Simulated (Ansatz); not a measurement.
Input file for Ansatz (a first-principles code): R-CCSD(T)/cc-pVDZ on C4H6 (SMILES C=CC=C).

Ansatz 0.2 input:
```yaml
crystal:
  periodic: [false, false, false]
  atoms:
    - {symbol: C, position_ang: [1.70952592, 0.20943547, -0.65560597]}
    - {symbol: C, position_ang: [0.69310137, -0.18285104, 0.11404944]}
    - {symbol: C, position_ang: [-0.69310137, 0.18285104, -0.11404944]}
    - {symbol: C, position_ang: [-1.70952592, -0.20943547, 0.65560597]}
    - {symbol: H, position_ang: [1.55032935, 0.84193346, -1.52132110]}
    - {symbol: H, position_ang: [2.72803834, -0.08864457, -0.44693741]}
    - {symbol: H, position_ang: [0.88871480, -0.81740680, 0.97409455]}
    - {symbol: H, position_ang: [-0.88871479, 0.81740680, -0.97409455]}
    - {symbol: H, position_ang: [-2.72803834, 0.08864457, 0.44693741]}
    - {symbol: H, position_ang: [-1.55032935, -0.84193346, 1.52132110]}
basis:
  gaussian:
    orbitals: cc-pVDZ
magnetization: {spin_polarized: false}
correlation: {method: ccsd_t, electrons: outside_noble_gas}
scf: {lower_state_search: off}
```

Output:

```
WARN ansatz: RAYON_NUM_THREADS=4 ignored (pool sized by the plan → 4); use --threads N
Functional definition: HF
these checks for a lower state are left out or cut short: stability, starts, cluster_reference, orbital_swaps, neighbouring_geometries, increment
integrals: 0.08 GiB planned
784 factors; integrals over basis functions are off by at most 1.0e-3 eV
mean field: 0.16 GiB planned
mean field evaluation 1: about -4213.7592 eV, gradient 2.6e1 eV
mean field evaluation 2: about -4213.7614 eV, gradient 2.6e1 eV
mean field evaluation 4: about -4215.9646 eV, gradient 2.5e0 eV
mean field evaluation 8: about -4215.9865 eV, gradient 1.8e-2 eV
mean field -4215.98649837 eV, -154.9346461169 hartree, gradient 8.1e-6 eV, S^2 0.000000; 0 other end points of the search recorded, 0 dependent functions left out
4 core orbitals not correlated
reference -4215.98649837 eV, -154.9346461169 hartree; 11, 11 occupied and 71, 71 virtual orbitals, 784 factors
second order -14.51657844 eV of doubles, -0.00000000 eV of singles
coupled cluster: 0.25 GiB planned
cycle   1  -15.23379509 eV  change   -7.2e-1 eV  update   8.7e-2
cycle   2  -15.68532247 eV  change   -4.5e-1 eV  update   3.1e-2
cycle   3  -15.77747657 eV  change   -9.2e-2 eV  update   1.3e-2
cycle   4  -15.78038412 eV  change   -2.9e-3 eV  update   4.4e-3
cycle   5  -15.78131198 eV  change   -9.3e-4 eV  update   1.6e-3
cycle   6  -15.78136937 eV  change   -5.7e-5 eV  update   4.8e-4
cycle   7  -15.78133725 eV  change    3.2e-5 eV  update   2.1e-4
cycle   8  -15.78134695 eV  change   -9.7e-6 eV  update   9.4e-5
cycle   9  -15.78131445 eV  change    3.2e-5 eV  update   2.7e-5
cycle  10  -15.78130691 eV  change    7.5e-6 eV  update   8.5e-6
perturbative correction -0.58667744 eV, -0.0215599982 hartree
Total energy: -4232.35448272 eV, -155.5361584470 hartree
Checks for a lower state left out: stability, starts, cluster_reference, orbital_swaps, neighbouring_geometries, increment
```

The calculation finished and met its thresholds.

Cost: roughly 4 core-seconds.
